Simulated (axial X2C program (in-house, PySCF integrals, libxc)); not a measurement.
## Curves of HOsH⁺ from open-shell CI on d5 s0 p(π)0

Calculated with an in-house all-electron X2C program for linear molecules (integrals from PySCF): two-component X2C with atomic mean-field Coulomb terms (Gaunt term off), basis H dyall-v3z, Os dyall-v3z (cores contracted in-house). Orbitals come from Hartree–Fock averaged over the configuration Os d5 s0 p(π)0; CI then distributes these electrons over the d, s, p(π) shells of Os.

Scan along the symmetric stretch (R is each bond); masses H 1.008 u, Os 191.961 u, H 1.008 u. Energies in cm⁻¹ from the lowest point; levels are followed by energy order within each Ω. Lowest level at 1.725 Å: 100% d5.

| R (Å) | (1)Ω=1/2 | (1)Ω=3/2 | (1)Ω=5/2 | (2)Ω=5/2 | (1)Ω=7/2 | (2)Ω=3/2 | (2)Ω=1/2 |
| --- | --- | --- | --- | --- | --- | --- | --- |
| 1.604 | 2341 | 2434 | 2549 | 15829 | 16109 | 17328 | 18990 |
| 1.665 | 529 | 611 | 705 | 14099 | 14387 | 15661 | 17306 |
| 1.725 | 0 | 73 | 148 | 13660 | 13966 | 15272 | 16900 |
| 1.794 | 590 | 652 | 708 | 14362 | 14697 | 16023 | 17631 |
| 1.863 | 2129 | 2182 | 2220 | 16004 | 16378 | 17701 | 19283 |
| 1.941 | 4772 | 4815 | 4835 | 18794 | 19208 | 20529 | 22084 |
| 2.035 | 8813 | 8847 | 8850 | 23008 | 23476 | 24777 | 26296 |

(1) Fit the curves (1)Ω=1/2, (1)Ω=3/2, (1)Ω=5/2 near their minima.

The 7 lowest curves are shown; the next is (3)Ω=3/2, from 17722 cm⁻¹.

Dynamic correlation is missing, so gaps between terms are too wide and other configurations may lie lower; the lowest level listed is that of this model, not necessarily the ground state. For d shells the ligand-field splittings (σ, π, δ) and their order can be off by a thousand cm⁻¹ or more. At most 4 roots were kept for each Ω > 0 (twice that for Ω = 0) within 3.2 eV of the lowest, so higher up levels can be missing between those listed; levels with Ω > 0 are doubly degenerate and listed once, Ω = 0 levels singly. Some active spinors are only partly of the character that their shell is named for, so the shell names and counts are nominal. States that fill the shells left empty in the average are placed too high. The molecule was held linear; bending was not examined.

## Answers

(1) From the open-shell CI curves, Te from the lowest:

```
   level  Te (cm⁻¹)  Re (Å)  ωe (cm⁻¹)
(1)Ω=1/2          0   1.725     2108.9
(1)Ω=3/2         73   1.726     2107.1
(1)Ω=5/2        148   1.727     2103.7
```

Without dynamic correlation distances can be off by several hundredths of an Å (long for ionic bonds, short for multiple bonds) and the wavenumbers are rough.
